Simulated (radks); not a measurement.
Question: All-electron atom: the ruthenium ion Ru4+ in [Kr] 4d4. All-electron calculation, scalar-relativistic Kohn-Sham, HCTH/407, spin-unpolarised, spherical densities, point nucleus. Program: a radial shooting solver on a logarithmic mesh with Libxc functionals. Some entries of the table are withheld. Estimate them.

| orbital | occ. | eigenvalue (hartree) | <r^2> (bohr^2) |
|---|---|---|---|
| 1s | 2 | (1) | 0.001511 |
| 2s | 2 | -118.0273 | (2) |
| 2p | 6 | -105.9883 | (3) |
| 3s | 2 | (4) | 0.1852 |
| 3p | 6 | -18.46424 | (5) |
| 3d | 10 | -12.07971 | 0.1753 |
| 4s | 2 | -4.70159 | 1.133 |
| 4p | 6 | -3.57383 | (6) |
| 4d | 4 | -1.92872 | 2.148 |

Answer: 
(1) 1s eigenvalue (hartree): -807.8687
(2) 2s <r^2> (bohr^2): 0.02501
(3) 2p <r^2> (bohr^2): 0.01968
(4) 3s eigenvalue (hartree): -22.42938
(5) 3p <r^2> (bohr^2): 0.1881
(6) 4p <r^2> (bohr^2): 1.354
